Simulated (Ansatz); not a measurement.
The cluster Ge₅H₄⁺. Charge 1, multiplicity 2. Geometry r2SCAN-D4/def2-SVP.

```xyz
9

Ge   -0.916   -0.824    1.508
Ge    1.492   -0.171   -0.767
Ge   -0.110   -2.030   -0.487
Ge    0.292    1.381    1.256
Ge   -0.909    0.446   -0.717
H    -2.354   -0.935    2.042
H    -1.717    1.180   -1.777
H     2.368    0.539   -1.798
H     1.855    0.413    0.740
```

The structure comes from a short search, and lower isomers may exist.

(1) Estimate the α-spin orbital energies around the gap (eV) in Ansatz with PBE-D4/def2-SVP, PBE-D4/def2-TZVP, r2SCAN-D4/def2-TZVP, PBE0-D4/def2-SVP, PBE0-D4/def2-TZVP.

Results:

(1) 
```json
{"orbital": "HOMO−13", "PBE-D4/def2-SVP": "-34.51", "PBE-D4/def2-TZVP": "-34.37", "r2SCAN-D4/def2-TZVP": "-35.18", "PBE0-D4/def2-SVP": "-38.40", "PBE0-D4/def2-TZVP": "-38.26"}
{"orbital": "HOMO−12", "PBE-D4/def2-SVP": "-34.50", "PBE-D4/def2-TZVP": "-34.36", "r2SCAN-D4/def2-TZVP": "-35.17", "PBE0-D4/def2-SVP": "-38.38", "PBE0-D4/def2-TZVP": "-38.24"}
{"orbital": "HOMO−11", "PBE-D4/def2-SVP": "-21.12", "PBE-D4/def2-TZVP": "-21.02", "r2SCAN-D4/def2-TZVP": "-21.73", "PBE0-D4/def2-SVP": "-23.14", "PBE0-D4/def2-TZVP": "-23.02"}
{"orbital": "HOMO−10", "PBE-D4/def2-SVP": "-18.08", "PBE-D4/def2-TZVP": "-18.02", "r2SCAN-D4/def2-TZVP": "-18.58", "PBE0-D4/def2-SVP": "-19.77", "PBE0-D4/def2-TZVP": "-19.70"}
{"orbital": "HOMO−9", "PBE-D4/def2-SVP": "-17.48", "PBE-D4/def2-TZVP": "-17.41", "r2SCAN-D4/def2-TZVP": "-17.94", "PBE0-D4/def2-SVP": "-19.12", "PBE0-D4/def2-TZVP": "-19.03"}
{"orbital": "HOMO−8", "PBE-D4/def2-SVP": "-16.75", "PBE-D4/def2-TZVP": "-16.72", "r2SCAN-D4/def2-TZVP": "-17.20", "PBE0-D4/def2-SVP": "-18.29", "PBE0-D4/def2-TZVP": "-18.24"}
{"orbital": "HOMO−7", "PBE-D4/def2-SVP": "-15.41", "PBE-D4/def2-TZVP": "-15.38", "r2SCAN-D4/def2-TZVP": "-15.81", "PBE0-D4/def2-SVP": "-16.82", "PBE0-D4/def2-TZVP": "-16.78"}
{"orbital": "HOMO−6", "PBE-D4/def2-SVP": "-13.51", "PBE-D4/def2-TZVP": "-13.46", "r2SCAN-D4/def2-TZVP": "-13.86", "PBE0-D4/def2-SVP": "-14.74", "PBE0-D4/def2-TZVP": "-14.68"}
{"orbital": "HOMO−5", "PBE-D4/def2-SVP": "-13.06", "PBE-D4/def2-TZVP": "-13.02", "r2SCAN-D4/def2-TZVP": "-13.38", "PBE0-D4/def2-SVP": "-14.23", "PBE0-D4/def2-TZVP": "-14.17"}
{"orbital": "HOMO−4", "PBE-D4/def2-SVP": "-12.23", "PBE-D4/def2-TZVP": "-12.18", "r2SCAN-D4/def2-TZVP": "-12.52", "PBE0-D4/def2-SVP": "-13.35", "PBE0-D4/def2-TZVP": "-13.28"}
{"orbital": "HOMO−3", "PBE-D4/def2-SVP": "-11.65", "PBE-D4/def2-TZVP": "-11.61", "r2SCAN-D4/def2-TZVP": "-11.92", "PBE0-D4/def2-SVP": "-12.66", "PBE0-D4/def2-TZVP": "-12.60"}
{"orbital": "HOMO−2", "PBE-D4/def2-SVP": "-10.66", "PBE-D4/def2-TZVP": "-10.62", "r2SCAN-D4/def2-TZVP": "-10.88", "PBE0-D4/def2-SVP": "-11.53", "PBE0-D4/def2-TZVP": "-11.47"}
{"orbital": "HOMO−1", "PBE-D4/def2-SVP": "-10.46", "PBE-D4/def2-TZVP": "-10.42", "r2SCAN-D4/def2-TZVP": "-10.66", "PBE0-D4/def2-SVP": "-11.29", "PBE0-D4/def2-TZVP": "-11.24"}
{"orbital": "HOMO", "PBE-D4/def2-SVP": "-9.82", "PBE-D4/def2-TZVP": "-9.79", "r2SCAN-D4/def2-TZVP": "-10.11", "PBE0-D4/def2-SVP": "-10.71", "PBE0-D4/def2-TZVP": "-10.66"}
{"orbital": "LUMO", "PBE-D4/def2-SVP": "-7.34", "PBE-D4/def2-TZVP": "-7.31", "r2SCAN-D4/def2-TZVP": "-7.27", "PBE0-D4/def2-SVP": "-6.66", "PBE0-D4/def2-TZVP": "-6.62"}
{"orbital": "LUMO+1", "PBE-D4/def2-SVP": "-7.02", "PBE-D4/def2-TZVP": "-7.00", "r2SCAN-D4/def2-TZVP": "-6.91", "PBE0-D4/def2-SVP": "-6.32", "PBE0-D4/def2-TZVP": "-6.28"}
{"orbital": "LUMO+2", "PBE-D4/def2-SVP": "-6.47", "PBE-D4/def2-TZVP": "-6.49", "r2SCAN-D4/def2-TZVP": "-6.35", "PBE0-D4/def2-SVP": "-5.69", "PBE0-D4/def2-TZVP": "-5.70"}
{"orbital": "LUMO+3", "PBE-D4/def2-SVP": "-6.18", "PBE-D4/def2-TZVP": "-6.18", "r2SCAN-D4/def2-TZVP": "-6.05", "PBE0-D4/def2-SVP": "-5.42", "PBE0-D4/def2-TZVP": "-5.40"}
{"orbital": "LUMO+4", "PBE-D4/def2-SVP": "-5.81", "PBE-D4/def2-TZVP": "-5.82", "r2SCAN-D4/def2-TZVP": "-5.63", "PBE0-D4/def2-SVP": "-5.01", "PBE0-D4/def2-TZVP": "-5.02"}
{"orbital": "LUMO+5", "PBE-D4/def2-SVP": "-4.95", "PBE-D4/def2-TZVP": "-5.02", "r2SCAN-D4/def2-TZVP": "-4.80", "PBE0-D4/def2-SVP": "-4.16", "PBE0-D4/def2-TZVP": "-4.19"}
{"orbital": "β HOMO", "PBE-D4/def2-SVP": "-10.34", "PBE-D4/def2-TZVP": "-10.30", "r2SCAN-D4/def2-TZVP": "-10.55", "PBE0-D4/def2-SVP": "-11.14", "PBE0-D4/def2-TZVP": "-11.09"}
{"orbital": "β LUMO", "PBE-D4/def2-SVP": "-9.22", "PBE-D4/def2-TZVP": "-9.18", "r2SCAN-D4/def2-TZVP": "-9.10", "PBE0-D4/def2-SVP": "-8.60", "PBE0-D4/def2-TZVP": "-8.54"}
```
